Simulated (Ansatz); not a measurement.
C2H8AlBSi, SMILES `[AlH2][SiH]1CBC1` at its PBE0-D4/def2-TZVP geometry, where that method's forces vanish. Charge 0, multiplicity 1.

```xyz
13

Al   -0.7016    2.0793    1.1998
Si   -0.7898   -0.0407   -0.0107
C     0.3717   -1.4894    0.5963
B     1.2190   -0.7343   -0.4515
C     0.3123   -0.2533   -1.6060
H    -2.0140    2.7612    1.7808
H     0.7065    2.7803    1.4149
H    -2.1479   -0.5897   -0.2776
H     0.7227   -1.6084    1.6165
H    -0.2194   -2.3491    0.2716
H     2.2037   -0.1250   -0.1350
H    -0.2819   -0.9940   -2.1467
H     0.6186    0.5631   -2.2523
```

Q: What forces (eV/Å) does r2SCAN-D4/def2-TZVPP give on these atoms in Ansatz? (Best estimate.)

A: Ansatz gave: 
```
Al1 -0.004  0.020  0.013
Si2 -0.073  0.063  0.033
C3   0.028 -0.096  0.052
B4   0.045  0.057  0.027
C5   0.024 -0.005 -0.106
H6   0.028 -0.007 -0.009
H7  -0.027 -0.009  0.000
H8   0.010 -0.008 -0.003
H9  -0.004 -0.016 -0.012
H10 -0.002  0.013  0.019
H11 -0.018 -0.017 -0.008
H12 -0.003  0.023  0.001
H13 -0.004 -0.019 -0.007
```
